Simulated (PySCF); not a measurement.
## Dipole response of Ce⁵⁶⁺ (cerium, charge +56)

1s2, closed-shell 1S. Calculation: PySCF 2.14, in an uncontracted even-tempered set (17 s from 130 bohr⁻², ratio 2.2; 7 p from 200 bohr⁻², ratio 2.4; 4 d from 600 bohr⁻², ratio 2.4; 3 f from 900 bohr⁻², ratio 2.4; 3 g from 1300 bohr⁻², ratio 2.4); scalar relativity by spin-free X2C-1e. Coupled (time-dependent) response in atomic units; α is the mean over directions.

```json
{"method": "UHF", "mean α (bohr³)": "6.705e-07", "C₆ (like pair)": "5.014e-10", "S(−4)": "3.259e-13"}
{"method": "PBE0", "mean α (bohr³)": "6.724e-07", "C₆ (like pair)": "5.033e-10", "S(−4)": "3.282e-13"}
```

S(−4) is the Cauchy moment in α(ω) = α(0) + S(−4) ω² + …

α(iu) at PBE0:

| u (hartree) | α(iu) (bohr³) |
| --- | --- |
| 0 | 6.723e-07 |
| 100 | 6.691e-07 |
| 200 | 6.595e-07 |
| 400 | 6.239e-07 |
| 600 | 5.731e-07 |
| 800 | 5.152e-07 |
| 1000 | 4.569e-07 |
| 1500 | 3.310e-07 |
| 2000 | 2.413e-07 |
| 3000 | 1.383e-07 |
| 5000 | 5.971e-08 |

A single London oscillator, α(iu) = α/(1 + u²/ω²), gives C₆ = (3/4) ω α². Matching the computed C₆ needs ω = 4 × 5.033e-10 / (3 × 6.724e-07²) = 1480 hartree.

For an ion, C₆ is the dispersion term alone; charge-induced terms of lower order in 1/R come first.
